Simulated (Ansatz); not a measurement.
Start from `CC[Se]C` and change one atom or group to get `CC[Se]BF`.

Ansatz, PBE0-D4/def2-TZVP geometries, multiplicity 1. Each molecule was computed in one conformer, which needn't be the lowest.

Scalar relativity is left out up to krypton.

```
                               property  `CC[Se]C`
      HOMO energy (PBE/def2-TZVPP) / eV      -4.81
HOMO–LUMO gap (ωB97M-V/def2-TZVPP) / eV      10.30
  HOMO–LUMO gap (B3LYP/def2-TZVPP) / eV       5.85
   HOMO–LUMO gap (PBE0/def2-TZVPP) / eV       6.34
    HOMO–LUMO gap (PBE/def2-TZVPP) / eV       4.30
     LUMO energy (PBE0/def2-TZVPP) / eV       0.39
```

(1) Give the same properties after the change, and the shifts. (Estimate.)

Answers

(1) The calculation gave: 
```
                               property  `CC[Se]BF`  shift
      HOMO energy (PBE/def2-TZVPP) / eV       -6.14  -1.33
HOMO–LUMO gap (ωB97M-V/def2-TZVPP) / eV       10.69   0.39
  HOMO–LUMO gap (B3LYP/def2-TZVPP) / eV        6.18   0.33
   HOMO–LUMO gap (PBE0/def2-TZVPP) / eV        6.62   0.28
    HOMO–LUMO gap (PBE/def2-TZVPP) / eV        4.61   0.31
     LUMO energy (PBE0/def2-TZVPP) / eV       -0.60  -0.99
```

With PBE0 the HOMO falls by 1.27 eV and the LUMO falls by 0.99 eV, so the gap widens by about 0.28 eV. PBE moves the HOMO by -1.33 eV and ωB97M-V by -1.20 eV.

B3LYP here is the variant with VWN-RPA as its local correlation; programs differ in this.

Spin–orbit coupling is left out; it splits and shifts lone-pair levels of the heavy atoms by tenths of an eV.
